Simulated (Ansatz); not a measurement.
`O[SiH](Cl)[SiH2]Cl` + HBr → `O[SiH](Cl)Br` + `[SiH3]Cl` at 298.15 K and 1 bar (cleavage of the Si–Si bond).

Calculated with Ansatz (gas phase, PBE0-D4/def2-TZVP geometries, no zero-point term in ΔE). CCSD(T)/CBS adds triple-zeta CCSD(T) − MP2 to the extrapolated MP2 energy (def2 sets, frozen cores). This one scheme is used for every species. For Br outer-core shells are correlated without core-valence functions, which leaves a few kJ/mol of doubt a bond. Scalar relativity is left out up to krypton. One conformer a species, not always the lowest.

```json
{"species": "`O[SiH](Cl)[SiH2]Cl`", "CCSD(T)/CBS energy (Eh)": "-1575.44242", "H − E (kJ/mol)": "139.8", "S (J/(mol·K))": "383.6"}
{"species": "HBr", "CCSD(T)/CBS energy (Eh)": "-2573.91920", "H − E (kJ/mol)": "24.6", "S (J/(mol·K))": "198.6"}
{"species": "`O[SiH](Cl)Br`", "CCSD(T)/CBS energy (Eh)": "-3398.70645", "H − E (kJ/mol)": "86.2", "S (J/(mol·K))": "332.7"}
{"species": "`[SiH3]Cl`", "CCSD(T)/CBS energy (Eh)": "-750.69636", "H − E (kJ/mol)": "80.1", "S (J/(mol·K))": "250.8"}
```

H − E and S are ideal-gas, rigid-rotor, harmonic terms from PBE0-D4/def2-TZVP, for one conformer and one mirror image of each species. 1 Eh = 2625.50 kJ/mol, R = 8.31446 J/(mol·K).

Problem. By hand: ΔE, ΔH, ΔS and ΔG.

Solution. ΔE = (-3398.70645) + (-750.69636) − (-1575.44242) − (-2573.91920) = -0.04119 Eh = -108.1 kJ/mol. Δ(H − E) = 86.2 + 80.1 − 139.8 − 24.6 = 1.9, so ΔH = -106.2 kJ/mol. ΔS = 332.7 + 250.8 − 383.6 − 198.6 = 1.3 J/(mol·K). ΔG = -106.2 − 298.15 × (1.3)/1000 = -106.6 kJ/mol.

Problem. By hand: the equilibrium constant, and the temperature at which ΔG would vanish if ΔH and ΔS stayed fixed.

Solution. log₁₀ K = −ΔG/(RT ln 10) = 18.7. ΔH and −TΔS have one sign here, so there is no such temperature. One of them is within its doubt of zero, so this could turn.

The number of gas molecules stays the same, so ΔS is small and ΔH decides. A doubt of 5 kJ/mol in ΔE shifts log₁₀ K by 0.9 here. Other conformers and mirror images would add mixing entropy, several J/(mol·K) or more a flexible species. Modes under 60 cm⁻¹, often nearly free rotors, make the harmonic entropy too high. These are equilibria of isolated gas molecules and say nothing of rates. Largest T1 diagnostic: 0.011 (customary marks: 0.02 for closed shells, 0.045 for open ones).
